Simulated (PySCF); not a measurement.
Orbital gap (eV) of eight halogen compounds: PBE beside r2SCAN, computed with PySCF for isolated molecules in the bases named; differences from unrounded values. The eight are the first of their class met in an unordered collection, after screening for sound electronic states; none was chosen by its value. Each molecule has one DFT geometry for both levels.

| molecule | basis | r2SCAN | PBE | difference |
|---|---|---|---|---|
| 4,4-dichlorobut-1-yne (C4H4Cl2), SMILES C#CCC(Cl)Cl | def2-TZVP | 5.84 | 5.41 | -0.43 |
| 1-bromo-3-fluoropropa-1,2-diene (C3H2BrF), SMILES FC=C=CBr | def2-TZVP | 4.88 | 4.48 | -0.40 |
| dibromo-chloro-fluoromethane (CBr2ClF), SMILES BrC(Br)(Cl)F | def2-TZVP | 4.46 | 4.06 | -0.40 |
| 1-ethenyl-1-fluorocyclopropane (C₅H₇F), SMILES C(C1(CC1)F)=C | def2-TZVP | 5.50 | 5.08 | -0.42 |
| 1,1-dichloro-2,2-difluoroethane (C2H2Cl2F2), SMILES FC(F)C(Cl)Cl | def2-TZVP | 6.68 | 6.14 | -0.54 |
| C4H6ClF, SMILES Cl/C=C(\F)CC | def2-TZVP | 5.40 | 4.97 | -0.43 |
| dibromo(fluoro)methane (CHBr₂F), SMILES FC(Br)Br | def2-TZVPD | 5.21 | 4.73 | -0.48 |
| C4H3ClF2, SMILES C=C(F)/C(Cl)=C\F | def2-TZVP | 4.01 | 3.69 | -0.31 |

PBE lies below r2SCAN in 8 and above it in 0 of the eight; the mean signed difference is -0.43 and the largest -0.54 eV.
